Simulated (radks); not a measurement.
Ionisation of neutral strontium, [Kr] 5s2, to [Kr] 5s1 as the strength of local exchange is varied. Method: scalar-relativistic Kohn-Sham, Slater X-alpha exchange (alpha = 2/3 is LDA exchange), no correlation, spin-polarised, spherical densities, finite nucleus; Fermi nuclear charge, rms radius 4.224 fm; computed with a radial shooting solver on a logarithmic mesh with Libxc functionals.

alpha,E(Sr) (hartree),exchange (hartree),IE (eV),-e of the level emptied (eV),<r> of it (bohr)
0.617,-3165.05570,-90.21745,4.627,2.633 (5s),4.485
0.657,-3170.91717,-96.23345,4.790,2.801 (5s),4.423
0.667,-3172.38414,-97.74062,4.831,2.844 (5s),4.408
0.712,-3178.99336,-104.53859,5.019,3.039 (5s),4.342
0.739,-3182.96508,-108.62970,5.133,3.159 (5s),4.303

NIST Atomic Spectra Database: 5.695 eV (measured). The central value is not met in this range of alpha.
